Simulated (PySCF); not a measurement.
**Electronic structure of Zr(2+) (zirconium, charge +2) at the PBE0 level**

Configuration: [Kr] 4d1 5s1, high-spin 3D determinant (an excited configuration). Computed with PySCF 2.14 in x2c-QZVPPall (13s8p7d3f2g, 111 functions), with the spin-free X2C one-electron Hamiltonian (Gaussian nucleus).

| Item | Value |
| --- | --- |
| Total energy | -3597.16 hartree |
| One-electron energy | -4939.24 hartree |
| Hartree (Coulomb) energy | 1456.29 hartree |
| Exchange-correlation energy | -114.21 hartree |
| ⟨S²⟩ | 2.0011 |
| ⟨L²⟩ | 6.012 |
| Sum of ⟨r⟩ | 24.97 bohr |
| Sum of ⟨r²⟩ | 35.49 bohr² |
| Traceless quadrupole moment −½Σ⟨3z² − r²⟩ along its main axis | 1.08 e·bohr² |
| Langevin diamagnetic susceptibility | -28.1 ×10⁻⁶ cm³/mol |
| Time after the integrals | roughly 6 core-seconds |

```tsv
shell	electrons	mean orbital energy (eV)	spread (eV)	rms radius, mean of both spins (bohr)
1s α	1	-17893.0	0	0.0426
1s β	1	-17893.0	0	0.0426
2s α	1	-2514.0	0	0.176
2s β	1	-2513.9	0	0.176
2p α	3	-2242.9	0.088	0.156
2p β	3	-2242.8	0.190	0.156
3s α	1	-435.67	0	0.490
3s β	1	-435.54	0	0.490
3p α	3	-346.55	0.295	0.498
3p β	3	-346.44	0.379	0.498
3d α	5	-200.14	0.298	0.497
3d β	5	-199.98	0.460	0.497
4s α	1	-76.619	0	1.28
4s β	1	-75.734	0	1.28
4p α	3	-52.993	0.080	1.44
4p β	3	-51.966	1.091	1.44
4d α	1	-21.999	0	2.08
5s α	1	-18.643	0	3.28
```

Densities and radii are taken from the X2C orbitals without a picture-change correction, which distorts them close to the nucleus.
